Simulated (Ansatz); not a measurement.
```yaml
crystal:
  periodic: [false, false, false]
  atoms:
    - {symbol: N, position_ang: [-1.703215, 1.221332, -0.359766]}
    - {symbol: Sb, position_ang: [-1.126931, 0.023033, 1.234739]}
    - {symbol: Si, position_ang: [1.353346, 0.611856, 0.772537]}
    - {symbol: In, position_ang: [-0.081236, -1.887840, -0.496883]}
    - {symbol: H, position_ang: [-2.258281, 1.997596, -0.018308]}
    - {symbol: H, position_ang: [-2.282772, 0.706211, -1.011629]}
    - {symbol: H, position_ang: [1.874834, -0.110210, -0.450995]}
    - {symbol: H, position_ang: [2.248657, 0.193144, 1.883747]}
    - {symbol: H, position_ang: [1.502130, 2.060118, 0.484418]}
    - {symbol: H, position_ang: [-0.480698, -1.699603, -2.162665]}
    - {symbol: H, position_ang: [0.954167, -3.115636, 0.124804]}
basis:
  gaussian: {orbitals: def2-SVPD}
total_charge: -1
magnetization: {spin_polarized: true, initial_magnetization: 1}
hamiltonian: {xc: {name: HF}}
correlation: {method: mp2, frozen_orbitals: {N: 0}}
```

```sh
$ ansatz run in.yaml --threads 2 --pin off --events-out ev --progress --plain --max-ram 32768MiB --backend cpu
```

**Question.** How does Ansatz answer? (An estimate is asked.)

**Answer.** The calculation gave: The input was rejected before any iteration.
```
Functional definition: HF
Error: "frozen_orbitals" has no count for Sb
```
